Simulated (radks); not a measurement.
These are the eigenvalues of the occupied orbitals of an atom or ion with whole-number occupations (hartree). Calculated with a radial shooting solver on a logarithmic mesh with Libxc functionals: scalar-relativistic Kohn-Sham, LB94 model potential, spin-polarised, spherical densities, finite nucleus; Fermi nuclear charge, rms radius of each element as measured or else 0.836 A^(1/3) + 0.57 fm.

orbital  eigenvalue
1s        -2432.617
2s        -548.9155
2p        -505.1008
3s        -225.6170

Which element is it, and in what charge state? The configuration may be excited. Open shells, if any, are filled with parallel spins first.

Answer. Z = 70, ytterbium, charge +58: Yb58+ in [Ne] 3s2. The list shows which subshells hold electrons but not how many an open one holds; the 1s level, -2432.6 hartree, gives Z - s = 69.8 by -(Z - s)^2/2, which with screening and relativity narrows Z to a few neighbours, and the depths of the outer levels then fix element, charge and occupations together.
